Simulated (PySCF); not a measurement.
**Mn(2+) (manganese, charge +2) across methods**

[Ar] 3d4 4s1, high-spin 6D determinant (an excited configuration). Calculation: PySCF 2.14, in aug-cc-pwCVTZ-DK; scalar relativity by spin-free X2C-1e.

| method | E (hartree) | mean ε 3p β (eV) | mean ε 3d α (eV) | mean ε 4s α (eV) | Σ⟨r²⟩ (bohr²) | ⟨S²⟩ |
| --- | --- | --- | --- | --- | --- | --- |
| UHF | -1156.35051 | -86.693 | -41.872 | -25.214 | 20.55 | 8.751 |
| PBE | -1157.174 | -76.028 | -31.857 | -22.421 | 20.45 | 8.750 |
| LDA | -1154.959 | -76.157 | -32.017 | -22.711 | 20.41 | 8.750 |
| wB97M-V | -1157.320 | -81.743 | -36.922 | -25.239 | 20.53 | 8.750 |
| M06-L | -1157.344 | -76.909 | -32.147 | -22.194 | 20.28 | 8.751 |
| r2SCAN | -1157.388 | -76.916 | -32.493 | -22.674 | 20.37 | 8.751 |
| wB97X-V | -1157.281 | -81.708 | -36.829 | -25.228 | 20.48 | 8.750 |
| PBE0 | -1157.209 | -79.092 | -34.540 | -23.223 | 20.42 | 8.750 |
